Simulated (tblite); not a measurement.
Compound: C₃H₁₄OSi₃.
Structure used (GFN2-xTB), in Å, numbered top down from 1:
```
atom  x, y, z in Å
C1    -3.5185   -0.3459   -0.5533
C2    -2.0474   -0.4421   -0.1630
C3    -1.6213    0.7055    0.7473
Si4    0.2152    0.6191    1.2544
Si5    1.5937    0.8550   -0.5799
O6     3.0234    0.1782   -0.2002
Si7    4.1432   -0.9272    0.1593
H8    -3.8027   -1.1717   -1.2022
H9    -4.1484   -0.3735    0.3336
H10   -3.7121    0.5870   -1.0791
H11   -1.8743   -1.3919    0.3485
H12   -1.4346   -0.4383   -1.0681
H13   -2.2481    0.6983    1.6404
H14   -1.8231    1.6525    0.2418
H15    0.4149    1.6738    2.2673
H16    0.3853   -0.6465    1.9954
H17    1.9725    2.2278   -0.9372
H18    1.1575    0.1914   -1.8187
H19    3.5283   -1.9177    1.0434
H20    4.5791   -1.5381   -1.0949
H21    5.2084   -0.1789    0.8195
```

All values are computed: GFN2-xTB (tblite) harmonic vibrations without scaling, gas phase. This tight-binding method is rough: wavenumbers can miss measured ones by several per cent, in bad cases by 10 to 20. Modes of hydrogen on silicon can be 10 to 20 % off. One conformer, not necessarily the lowest. The optimisation stopped once no atom felt more than 0.01 eV/Å.

Lowest wavenumbers of the output (negative numbers stand for imaginary wavenumbers):
```
mode    cm-1
  1     -22.0
  2      -8.1
  3      34.6
  4      60.7
  5      62.8
  6      67.9
  7     131.5
  8     160.1
  9     211.0
 10     234.4
```

Q: Is this structure a minimum?

A: Not by this Hessian. 1 mode is imaginary beyond 20i (22i cm⁻¹), and 1 more slightly so (8.1i). The curvature is small, so loose convergence or finite differences may be the whole cause.

Q: Which atoms move in the imaginary modes?

A: 22i: H20 (Si–H hydrogen) 32 %, H19 (Si–H hydrogen) 31 %, H21 (Si–H hydrogen) 28 %; 8i: Si7 (oxygen-bound silicon) 27 %, Si5 (oxygen-bound silicon) 20 %, C1 (methyl carbon) 15 %, Si4 (SiH2 silicon) 11 %. These are shares of the mass-weighted motion.

Q: What is the remedy?

A: Step along such a mode in both directions, optimise again with tighter thresholds and repeat the frequencies. The zero-point energy of this point (96.5 kcal/mol) counts the 55 real modes alone, and thermal corrections from it aren't those of a minimum.

Time: 1.8 s wall. Hardware: an Arm Neoverse N1 with one thread, no GPU, shared host with 64 logical CPUs at a one-minute load of 59. This covers the Hessian and the dipole derivatives.
